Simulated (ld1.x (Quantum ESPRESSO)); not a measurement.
# Before and after: TM potential for Ne (Z = 10)

Ne, norm-conserving Troullier–Martins (Kleinman–Bylander form), made with ld1.x (Quantum ESPRESSO) 7.5 (LDA (PZ), scalar-relativistic). Core [He], reference 2s2 2p6. Waves: 2s (bound): rc 0.65 bohr; 2p (bound): rc 0.80 bohr. Local part: all-electron potential smoothed inside 0.70 bohr (lloc = -1). Core correction: none.

Change: all radii scaled by about 1.38 (s 0.90, p 1.10 bohr); local potential all-electron potential smoothed inside 0.96 bohr (lloc = -1).

Cutoffs: the cutoffs (Ry, on a coarse ladder) from which the occupation-weighted sum of valence levels, in a spherical-Bessel basis at the reference potential, stays within 10 and 1 mRy of its value at 400 Ry; they do not see the model core or the augmentation charge, which bear on the density cutoff. Errors are all-electron minus pseudo energies relative to the spin-unpolarised reference configuration.

Predict the effect on cutoff, ghosts and configuration errors.

Of the 8 tests that both files solve, the error grows in 5 and shrinks in 1 by more than 15 % and 0.3 meV (median size 27.5 → 56.7 meV); neither file shows a bound ghost.

```csv
quantity,base,changed
"cutoff, loose",230 Ry,120 Ry
"cutoff, tight",over 300 Ry,230 Ry
loose cutoff by channel (10 mRy a level),"s 120 Ry, p 160 Ry","s 70 Ry, p 100 Ry"
bound ghosts,none,none
"error for 2s2 2p5, meV [ΔE 22.65 eV]",-0.9,+4.8
"error for 2s2 2p4, meV [ΔE 66.06 eV]",+15,+78
"error for 2s2 2p3, meV [ΔE 133.58 eV]",+96,+388
"error for 2s1 2p6, meV [ΔE 45.56 eV]",+8.6,-18
"error for 2s2 2p2, meV [ΔE 228.27 eV]",+351,+1243
"error for 2s2 2p5.5, meV [ΔE 8.96 eV]",-1.0,-0.3
"error for 2s2 2p5 (spin-polarised), meV [ΔE 22.18 eV]",+40,+35
"error for 2s2 2p4 (spin-polarised), meV [ΔE 63.80 eV]",+232,+229
```
